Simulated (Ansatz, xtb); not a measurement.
# C2H4FSi−: which of two isomers lies lower

Structure I: `F[Si-]1CC1`, a singlet. Structure II: `C/C=[Si-]\F`, a singlet. Both are isolated ions in the gas phase, relaxed with BLYP-D3(BJ)/def2-SVPD.

Quicker runs give these differences E(II) − E(I): GFN2-xTB +0.335 eV; HF/STO-3G +1.528 eV (at GFN2-xTB geometries); r2SCAN-D4/def2-SVPD +0.071 eV (at GFN2-xTB geometries).

**Question.** Estimate E(II) − E(I) at the level CCSD(T)/def2-SVPD + ΔMP2/def2-TZVPPD.

**Answer.** Too close to call at this level: CCSD(T)/def2-SVPD + ΔMP2/def2-TZVPPD gives E(II) − E(I) = −0.007 eV.

Level by level:

```csv
level,geometry,E(II) − E(I) (eV),departure from the last row (eV),"job, with rough time for the two"
GFN2-xTB,GFN2-xTB,+0.335,+0.342,"optimisation, 1.6 s"
HF/STO-3G,GFN2-xTB,+1.528,+1.534,"single point, 1.6 s"
r2SCAN-D4/def2-SVPD,GFN2-xTB,+0.071,+0.078,"single point, 12 s"
BLYP-D3(BJ)/def2-SVPD,BLYP-D3(BJ)/def2-SVPD,−0.041,−0.035,"optimisation, 85 s"
HF/def2-SVPD,BLYP-D3(BJ)/def2-SVPD,−0.035,−0.029,part of the CCSD(T) run
MP2/def2-SVPD,BLYP-D3(BJ)/def2-SVPD,−0.009,−0.003,part of the CCSD(T) run
CCSD(T)/def2-SVPD,BLYP-D3(BJ)/def2-SVPD,−0.060,−0.053,single point
CCSD(T)/def2-SVPD + ΔMP2/def2-TZVPPD,BLYP-D3(BJ)/def2-SVPD,−0.007,,"single point, 1.7 min"
```

As drawn, II has 1 C=Si in place of 2 C–Si. Structure I has a 3-membered ring, II no ring.

The largest departure from CCSD(T)/def2-SVPD + ΔMP2/def2-TZVPPD is that of HF/STO-3G, 1.534 eV. The last row adds to CCSD(T) the change of the MP2 difference between the two basis sets, here +0.053 eV.

With harmonic frequencies from BLYP-D3(BJ)/def2-SVPD (ideal gas, rigid rotor, one conformer each, 298.15 K, 1 atm): on the last row, ΔE + ΔZPE = +0.003, ΔH = +0.013, ΔG = −0.021 eV.

The correlated steps freeze 8 core orbitals. Programs: Ansatz 0.2.0, xtb 6.7.1; the last row on 2 threads of AMD EPYC (Zen 3) on a shared host.
